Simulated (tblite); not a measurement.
Species: C6H11FSi.
SMILES with atom numbers: `[CH2:1]=[CH:2][CH2:3][C@@:4]1([CH2:5][F:6])[CH2:7][SiH2:8]1` (hydrogens: H9, H10 on C1; H11 on C2; H12, H13 on C3; H14, H15 on C5; H16, H17 on C7; H18, H19 on Si8)

Geometry (GFN2-xTB, Å), atoms numbered from 1 in this order:
```
atom  x, y, z in Å
C1     2.7626   -0.4010   -0.6244
C2     1.6342   -0.8077   -0.0737
C3     0.7774    0.0337    0.8205
C4    -0.6140    0.2251    0.2329
C5    -0.5923    0.9903   -1.0651
F6    -0.2918    2.3208   -0.8449
C7    -1.5414   -1.0019    0.2480
Si8   -2.1289    0.3971    1.3642
H9     3.1578    0.5847   -0.4394
H10    3.3450   -1.0323   -1.2743
H11    1.2547   -1.8011   -0.2773
H12    0.6884   -0.4522    1.7962
H13    1.2448    1.0098    0.9671
H14   -1.5689    0.9776   -1.5591
H15    0.1768    0.6146   -1.7517
H16   -2.0525   -1.2222   -0.6797
H17   -1.1168   -1.8973    0.6807
H18   -3.2408    1.2107    0.9139
H19   -1.9041    0.2605    2.7911
```

All values are computed: GFN2-xTB (tblite) harmonic vibrations without scaling, gas phase. Against measured fundamentals such values can be off by several per cent, at times by over 20. Modes of hydrogen on silicon can be 10 to 20 % off. One conformer, not necessarily the lowest.

Harmonic wavenumbers (cm⁻¹): 51.9, 59.0, 90.3, 154.8, 194.6, 253.5, 295.1, 332.6, 409.2, 444.8, 467.2, 507.0, 535.2, 579.6, 701.0, 726.8, 736.5, 760.8, 866.3, 893.1, 919.8, 943.3, 965.3, 977.5, 1011.5, 1022.4, 1046.7, 1092.3, 1175.6, 1197.9, 1241.2, 1269.3, 1288.0, 1312.6, 1328.4, 1416.0, 1439.3, 1448.4, 1471.8, 1715.7, 2368.3, 2384.0, 2910.4, 2946.1, 2948.4, 2981.7, 3051.3, 3055.2, 3066.0, 3097.4, 3121.1.

A = 2355, B = 1202, C = 935.8 MHz; mass 130.061 u (most abundant isotopes); point group C1, symmetry number 1.

Problem. What is the zero-point energy?

Solution. ½Σν̃ = 32636 cm⁻¹ = 390.41 kJ/mol.

Problem. What is S at 350 K and 1 bar for an ideal gas of classical rigid rotors and harmonic oscillators?

Solution. Translation 172.90, rotation 124.11, vibration 142.92: S = 439.9 J/(mol K).

Problem. And Cp and H(350 K) − H(0)?

Solution. Cp = 186.46 J/(mol K), of which vibrations give 153.20 (their classical limit is 51 R = 424.0); H(350 K) − H(0) = 38.03 kJ/mol without the zero-point energy, 26.39 from vibrations.

Problem. What must be added to the electronic energy to get the Gibbs energy at 350 K and 1 bar?

Solution. ZPE + [H(350 K) − H(0)] − T·S = 390.41 + 38.03 − 153.97 = 274.47 kJ/mol.

Problem. Which modes carry the vibrational entropy at 350 K?

Solution. 51.9 cm⁻¹: 21.17; 59.0 cm⁻¹: 20.11; 90.3 cm⁻¹: 16.60; 154.8 cm⁻¹: 12.21; 194.6 cm⁻¹: 10.39; 253.5 cm⁻¹: 8.34 J/(mol K); the other 45 give 54.09 together.

Problem. How do the functions run with temperature in this model?

Solution. 
```json
{"T (K)": "150", "S (J/(mol K))": "325.3", "Cp (J/(mol K))": "96.8", "H − H(0) (kJ/mol)": "9.71", "G − H(0) (kJ/mol)": "-39.09", "ln q(vib)": "3.01"}
{"T (K)": "250", "S (J/(mol K))": "385.1", "Cp (J/(mol K))": "141.5", "H − H(0) (kJ/mol)": "21.60", "G − H(0) (kJ/mol)": "-74.67", "ln q(vib)": "5.55"}
{"T (K)": "298.15", "S (J/(mol K))": "411.9", "Cp (J/(mol K))": "163.6", "H − H(0) (kJ/mol)": "28.94", "G − H(0) (kJ/mol)": "-93.86", "ln q(vib)": "6.78"}
{"T (K)": "400", "S (J/(mol K))": "466.2", "Cp (J/(mol K))": "207.0", "H − H(0) (kJ/mol)": "47.87", "G − H(0) (kJ/mol)": "-138.60", "ln q(vib)": "9.42"}
{"T (K)": "600", "S (J/(mol K))": "563.2", "Cp (J/(mol K))": "271.6", "H − H(0) (kJ/mol)": "96.17", "G − H(0) (kJ/mol)": "-241.76", "ln q(vib)": "14.58"}
{"T (K)": "900", "S (J/(mol K))": "685.9", "Cp (J/(mol K))": "332.6", "H − H(0) (kJ/mol)": "187.58", "G − H(0) (kJ/mol)": "-429.76", "ln q(vib)": "21.93"}
```

q(vib) and H(0) count from the zero-point level.

Hindered rotation and anharmonicity are outside this model. Other conformers, if any are populated, would add a mixing term that is left out. The structure is chiral; the term R ln 2 for an equal mix with its mirror image is left out.

On Arm Neoverse N1, one thread (shared host), this took 1.2 s. The figure is for the frequency step alone.
